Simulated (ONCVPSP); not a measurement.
Cutoff test, Al, ONCV

```
Element                 : aluminium
Generator               : ONCVPSP 4.0.1
Type                    : optimised norm-conserving Vanderbilt (ONCV)
Functional              : PBE
Relativity              : scalar-relativistic
Frozen core             : [Ne]
Valence charge          : 3
Reference configuration : 3s1 (charge +2)
Partial waves           : 3s: rc 2.05 bohr, ncon 4, nbas 7, qcut 3.4 1/bohr, 1 projector; p scattering state at 0.24 Ha: rc 2.25 bohr, ncon 4, nbas 8, qcut 3.5 1/bohr, 3 projectors, debl 4 Ha
Local potential         : polynomial inside 1.80 bohr (lpopt 5, dvloc0 2 Ha)
Core correction         : none
```

In the p channel the program set the typed energies aside and used 0.050, 4.050, 8.050 Ha.

Problem. For each optimised wave give the share of its norm inside rc, the residual kinetic energy above qcut (Ha) and the cutoffs (Ha) for errors of 10, 1, 0.1 and 0.01 mHa per electron.

Solution.

```tsv
wave	norm inside rc	residual KE	10 mHa	1 mHa	0.1 mHa	0.01 mHa
3s	0.467	1.2e-03	3.8	6.0	22.7	29.0
p projector 1	0.202	1.9e-04	2.3	3.1	10.3	36.9
p projector 2	0.100	3.6e-02	8.1	15.9	48.5	56.3
p projector 3	0.080	1.1e+00	14.4	21.3	33.3	55.5
```

The occupied waves need 6.0 Ha and 23 Ha for 1 and 0.1 mHa.
